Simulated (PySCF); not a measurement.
```xyz
3
charge -1 multiplicity 1, angstrom
Sb    0.0000    0.0000   -0.4389
S     1.8961    0.0000    0.8293
S    -1.8961    0.0000    0.8293
```

All numbers come from PBE0/[Sb def2-TZVPD with ECP28, S def2-TZVPD], scalar-relativistic core potentials, density fitting, no spin–orbit coupling, PySCF.

This geometry of SbS₂⁻ is a stationary point at this level.

Q: What is the point group?

A: C2v.

Q: Is it a minimum?

A: Yes: all harmonic wavenumbers are real.

Q: List the harmonic modes with their infrared intensities.

A: 
```csv
symmetry,ω (cm⁻¹),IR (km/mol)
a1,154,6.6
b2,432,168
a1,435,18.6
```

Q: What are the dipole moment and the gap between the highest occupied and lowest empty levels?

A: 4.03 D about the centre of mass and 3.23 eV.

In C2v the vibrations span 2a1 + b2. Here b1 is antisymmetric to the molecular plane and b2 lies in it.

Other isomers or separated fragments may lie lower. The lowest empty level of this anion is unbound, so it and the gap depend on the basis.
